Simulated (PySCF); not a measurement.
CrHO, SMILES [OH][Cr] (connectivity only; charge and spin as stated), neutral, multiplicity 6.

Geometry optimised at PBE-D3(BJ)/def2-TZVP. The spin state was assumed, not searched.

The numbers are results of PySCF 2.14.0 with TDA-PBE/def2-TZVPD, not measurements.

Vertical excitations. Isolated molecule, no solvent.

Q: Estimate the UV-visible absorptions. (Estimate from the structure and the level; the computed values follow.)

A: 
```tsv
state	energy (eV)	λ (nm)	f	main pairs
root 1	1.13	1100	0.003	α HOMO→LUMO 100 %
root 2	1.56	796	0.005	α HOMO−1→LUMO 67 %, α HOMO−2→LUMO 27 %
root 3	1.81	684	0.001	α HOMO−4→LUMO 62 %, α HOMO−2→LUMO 36 %
root 4	1.81	683	0.000	α HOMO−3→LUMO 100 %
root 5	2.06	601	0.026	α HOMO−2→LUMO 34 %, α HOMO−4→LUMO 31 %, α HOMO−1→LUMO 27 %
root 6	3.10	400	0.000	α HOMO→LUMO+1 100 %
root 7	3.37	368	0.009	α HOMO→LUMO+2 62 %, α HOMO−1→LUMO+1 28 %
root 8	3.61	344	0.011	α HOMO−2→LUMO+1 53 %, α HOMO−4→LUMO+1 32 %, α HOMO−1→LUMO+1 10 %
root 9	3.63	341	0.000	α HOMO−3→LUMO+1 82 %
root 10	3.70	335	0.010	α HOMO−1→LUMO+2 71 %, α HOMO−2→LUMO+2 27 %
```
Unrestricted roots are not spin-pure.
